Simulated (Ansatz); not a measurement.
`[SiH3]CC[SiH2][SiH2][GaH2]`, 19 atoms. Total charge 0; spin multiplicity 1. Correlated methods include outer-core shells of Ga, which these sets cover unevenly. Scalar relativity is left out up to krypton. Hardware: A = 2 threads of an AMD EPYC 7R13 on a shared host and a share of an NVIDIA H100 80 GB; B = 2 threads of an AMD EPYC 7R13 on a shared host. Correlated methods freeze the cores.

Q: Give the basis size and wall time and peak host memory of each of these runs in Ansatz. RKS PBE0-D4/def2-TZVP relaxation (16 steps) [A]; RHF-MP2/def2-QZVPP energy [A]; direct RPA on PBE orbitals/def2-TZVPP energy [A]; RKS revPBE-D4/def2-TZVPP energy [A]; RKS CAM-B3LYP-D4/def2-TZVPP energy [A]; RHF-CCSD(T)/def2-TZVPP energy [A]; RKS HSE06 (plane-wave form)-D4/def2-TZVPP energy [A]; RKS ωB97M-V/def2-QZVPP energy [A]; RKS PBE0-D4/def2-QZVPP energy [A]; RKS r2SCAN0-D4/def2-TZVPP energy [A]; RHF-CCSD(T)/def2-SVP energy [A]; RKS PBE0-D4/def2-SVP energy [B]. (Estimate.)

A: The calculation gave: Other jobs shared the machine, so times are rough.

| level | job | functions | wall time | peak host memory (GiB) |
| --- | --- | --- | --- | --- |
| RKS revPBE-D4/def2-TZVPP | energy [A] | 418 | 2.2 s | 0.94 |
| RHF-CCSD(T)/def2-SVP | energy [A] | 179 | 2.6 s | 0.83 |
| RKS HSE06 (plane-wave form)-D4/def2-TZVPP | energy [A] | 418 | 3.4 s | 0.97 |
| direct RPA on PBE orbitals/def2-TZVPP | energy [A] | 418 | 4.3 s | 2 |
| RKS r2SCAN0-D4/def2-TZVPP | energy [A] | 418 | 4.6 s | 0.98 |
| RKS CAM-B3LYP-D4/def2-TZVPP | energy [A] | 418 | 4.7 s | 0.97 |
| RKS PBE0-D4/def2-SVP | energy [B] | 179 | 6 s | 0.67 |
| RKS PBE0-D4/def2-QZVPP | energy [A] | 803 | 6 s | 1.4 |
| RKS ωB97M-V/def2-QZVPP | energy [A] | 803 | 8 s | 1.5 |
| RHF-MP2/def2-QZVPP | energy [A] | 803 | 12 s | 1.5 |
| RHF-CCSD(T)/def2-TZVPP | energy [A] | 418 | 22 s | 1.9 |
| RKS PBE0-D4/def2-TZVP | relaxation (16 steps) [A] | 299 | 32 s | 1.1 |
